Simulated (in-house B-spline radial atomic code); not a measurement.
Binding energies in I+

NIST's tabulated ground configuration is [Kr] 4d10 5s2 5p4; each binding energy is the energy of the ion with one electron taken from that subshell, relaxed, less that of the parent. All numbers are computed (Dirac-Hartree-Fock, average of configuration; Fermi nucleus of rms radius 4.75 fm) with an all-electron radial atomic-structure program (B-spline basis), not measured. Energies include first-order Breit, QED and recoil terms.

| subshell | X-ray name | binding energy (eV) | -ε (eV) | relaxation (eV) |
| --- | --- | --- | --- | --- |
| 1s | K | 33187.1 | 33370.8 | 67.5 |
| 2s | L1 | 5213.9 | 5262.3 | 36.2 |
| 3s | M1 | 1094.7 | 1112.4 | 15.7 |
| 3d3/2 | M4 | 650.2 | 668.0 | 17.3 |
| 3d5/2 | M5 | 638.7 | 655.9 | 17.1 |
| 4s | N1 | 215 | 220.8 | 5.4 |
| 4d3/2 | N4 | 69.01 | 73.29 | 4.29 |
| 4d5/2 | N5 | 67.32 | 71.46 | 4.20 |
| 5s | O1 | 31.49 | 32.23 | 0.71 |
| 5p | O2,3 | 19.01 | 19.53 | 0.51 |

Relaxation = -ε minus the binding energy without Breit, QED and recoil terms.

(1) What does it cost to remove both a 3d3/2 and a 5s electron?

(2) What does it cost to remove both a 4s and a 4d3/2 electron?

(3) What does it cost to remove both a 4d5/2 and a 4d3/2 electron?

Results:

(1) 694.81 eV, which is 13.17 eV more than the two single binding energies together.

(2) 303.45 eV, which is 19.42 eV more than the two single binding energies together.

(3) 154.97 eV, which is 18.64 eV more than the two single binding energies together.
